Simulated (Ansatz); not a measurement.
Consider the ligand exchange at a B–C bond: `O=CB[SiH3]` + `CNC` → `CN(C)B[SiH3]` + `C=O`.

Computed with Ansatz on PBE0-D4/def2-TZVP structures; ΔE is electronic, products minus reactants. CBS: MP2 limit from def2 TZ/QZ plus the TZ coupled-cluster correction, frozen cores. This one scheme is used for every species. Functionals use def2-TZVPP. B3LYP here is the variant with VWN-RPA as its local correlation; programs differ in this. Each species was taken in one conformer, which may not be the lowest.

`O=CB[SiH3]`:

```xyz
9

O     1.242   -1.199    1.296
C     0.544   -1.594    0.373
B     0.568   -0.309   -0.463
Si   -0.730    1.187   -0.119
H     0.130   -2.616    0.348
H     1.477   -0.191   -1.231
H    -1.579    1.319   -1.340
H    -1.621    0.920    1.041
H    -0.032    2.483    0.095
```

`CNC`:

Cartesian coordinates in Å:
```
C 0.600 -0.266 -1.015
N -0.514 -0.476 -0.119
C -0.390 0.270 1.111
H 0.433 -0.803 -1.950
H 1.512 -0.667 -0.562
H 0.791 0.795 -1.254
H -1.378 -0.230 -0.584
H 0.469 -0.102 1.678
H -1.280 0.124 1.727
H -0.243 1.355 0.966
```

`CN(C)B[SiH3]`:

```xyz
15

C     0.491    0.944    1.774
N     0.252    0.308    0.495
C     1.404    0.385   -0.377
B    -0.955   -0.295    0.177
Si   -1.423   -1.213   -1.555
H     0.739    2.003    1.639
H     1.334    0.470    2.290
H    -0.396    0.865    2.398
H     1.195   -0.100   -1.328
H     1.674    1.430   -0.566
H     2.270   -0.102    0.085
H    -1.806   -0.266    1.025
H    -0.358   -1.244   -2.601
H    -1.808   -2.631   -1.288
H    -2.614   -0.556   -2.169
```

`C=O`:

Z-matrix (Å, degrees):
```
C
O 1 1.195
H 1 1.109 2 122.0
H 1 1.109 2 122.0 3 -180.0
```

Problem. Is it downhill or uphill in electronic energy at CCSD(T)/CBS, and by how much? (Best estimate.)

Solution. Ansatz gave: Downhill: ΔE = -1.70 eV.

Problem. What do these levels give: PBE-D4, B3LYP-D4, ωB97M-V, PBE0, CCSD(T)/def2-TZVPP, HF/CBS(def2)? (Estimate.)

Solution. The calculation gave: PBE-D4 -1.55, B3LYP-D4 -1.66, ωB97M-V -1.67, PBE0 -1.59, CCSD(T)/def2-TZVPP -1.72, HF/CBS(def2) -1.67 eV.

Largest T1 diagnostic among the species: 0.021, so the coupled-cluster value is less sure than usual.

The D4 term adds −0.07 eV with B3LYP and −0.04 eV with PBE0; it sums over pairs of atoms, weighted by their polarisabilities, and B3LYP, whose exchange is more repulsive, gets the larger term. In def2-TZVPP, CCSD(T) changes the Hartree–Fock value by −0.05 eV (the triples alone add +0.01 eV) and MP2 by −0.09 eV. From PBE to PBE0 (25 % exact exchange), in def2-TZVPP and without D4, ΔE moves by −0.09 eV.
